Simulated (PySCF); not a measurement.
Cl3Sc, SMILES [Cl][Sc]([Cl])[Cl] (connectivity only; charge and spin as stated), charge +1, multiplicity 2.

The structure is a stationary point at B3LYP-D3(BJ)/def2-SVP. The multiplicity is an assumed one; other spin states were not compared. The isomer is the one that the SMILES or the coordinates give; other isomers of the formula were not compared.

All values below come from PBE/def2-TZVPD (PySCF).

The molecule is in vacuum.

Computed frontier levels, dipole moment and polarisability:
```yaml
"α spin, highest occupied and lowest empty level": -13.16 and -9.36 eV
"β spin, highest occupied and lowest empty level": -13.12 and -12.21 eV
dipole_moment_about_the_centre_of_nuclear_charge: 4.59 D
mean_static_polarisability: 76.5 bohr³ (11.34 Å³)
polarisability_principal_values: 49.3, 83.9, 96.4 bohr³
"⟨S²⟩": 0.754 (pure state 0.75)
```
